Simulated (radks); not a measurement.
Dipole-allowed excitations along the series with 28 electrons in [Ar] 3d10. Calculated with a radial shooting solver on a logarithmic mesh with Libxc functionals: non-relativistic Kohn-Sham, LB94 model potential, spin-unpolarised, spherical densities, point nucleus. Time-dependent linear response with the Hartree and adiabatic LDA kernel, continuum included through the Sternheimer equations. Lines are the poles of the dipole polarisability below minus the highest occupied eigenvalue, found on a grid refined at the orbital gaps; the lowest seven at most are given, and weak or close lines can be missed. The first line takes the name of the lowest orbital gap if no other gap lies below it; otherwise a line is named after a gap within 0.6 % of it, if that gap stands alone.

species	-e(HOMO) (eV)	lowest orbital gap (eV)	first line (eV)	f	strongest line (eV)	its f	static alpha (bohr^3)
Cu+	21.818	3d-4p 9.959	10.524 (3d-4p)	0.428	the first	0.428	5.731
Zn2+	40.987	3d-4p 18.356	19.059 (3d-4p)	0.513	the first	0.513	2.484
Ga3+	64.164	3d-4p 28.565	29.388 (3d-4p)	0.554	the first	0.554	1.336
Ge4+	91.032	3d-4p 40.427	41.368 (3d-4p)	0.571	69.715 (3d-4f)	0.619	0.8150
As5+	121.40	3d-4p 53.846	54.907 (3d-4p)	0.573	90.371 (3d-4f)	0.912	0.5405
Se6+	155.16	3d-4p 68.761	69.940 (3d-4p)	0.572	112.64 (unassigned)	1.21	0.3798
